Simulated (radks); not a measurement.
Question: The chlorine ion Cl13+, [He] 2s2. Method: non-relativistic Kohn-Sham, PBE, spin-polarised, spherical densities, point nucleus; computed with a radial shooting solver on a logarithmic mesh with Libxc functionals. Every spin shell is full or empty, so the densities are truly spherical. Functionals are evaluated on that one density, not self-consistently. Rank these orbital-free kinetic functionals by their error against the exact value of the orbitals, and give that value: Thomas-Fermi, von Weizsacker, TF + vW, TF + vW/9, TF + vW/5, LC94, APBEK, revAPBEK, Thakkar, Pearson, LKT, PG1, DePristo-Kress.

Answer: Exact: 335.239 hartree. From best to worst, with 100 (|E| - |E exact|)/|E exact| (equal figures are ties): revAPBEK -0.50, Thakkar -1.12, APBEK -1.25, LC94 -1.28, TF + vW/9 -1.34, DePristo-Kress -2.47, Pearson -5.28, TF + vW/5 +6.43, Thomas-Fermi -11.04, von Weizsacker -12.64, PG1 +41.63, LKT +48.73, TF + vW +76.31.
